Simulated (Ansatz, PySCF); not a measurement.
Dimer: HF (SMILES F) (first 2 atoms) with SiH4 (SMILES [SiH4]); geometry from B3LYP-D3(BJ)/def2-TZVP, rigid monomers moved along the line of their centres of mass till H2···H4 is 1.59 Å.
(charge 0, multiplicity 1):
```xyz
7

F     -0.20220    -0.42935    -0.46784
H     -0.10079    -0.77049     0.39116
Si    -0.04646     0.10685     2.89053
H      0.03918    -1.04536     1.94985
H      1.04125     1.05501     2.57582
H      0.10706    -0.42537     4.26066
H     -1.36488     0.75216     2.72780
```

Monomers are frozen at their geometry in the pair; levels with a basis set take the counterpoise correction.

Frozen-core correlation. CBS: X⁻³ extrapolation of the correlation energy, Hartree–Fock from the larger set.

Codes used: Ansatz (Gaussian orbitals); PySCF for the dispersion terms. 

PBE/def2-TZVPPD gives -1.53 kcal/mol for the interaction energy.

How do the other levels lie against it? Give each less PBE: PBE-D3(BJ)/def2-TZVPPD, r2SCAN/def2-TZVPPD, PBE0/def2-TZVPPD, wB97M-V/def2-TZVPPD, MP2/CBS(aug-cc-pV(D+d)Z, aug-cc-pV(T+d)Z), CCSD(T)/CBS(aug-cc-pV(D+d)Z, aug-cc-pV(T+d)Z).

PBE-D3(BJ)/def2-TZVPPD -0.57; r2SCAN/def2-TZVPPD 0.11; PBE0/def2-TZVPPD 0.39; wB97M-V/def2-TZVPPD 0.52; MP2/CBS(aug-cc-pV(D+d)Z, aug-cc-pV(T+d)Z) 0.71; CCSD(T)/CBS(aug-cc-pV(D+d)Z, aug-cc-pV(T+d)Z) 0.65 kcal/mol. 5 of 6 lie above PBE; the widest gap is to MP2/CBS(aug-cc-pV(D+d)Z, aug-cc-pV(T+d)Z).

Ansatz is a program for electronic structure.
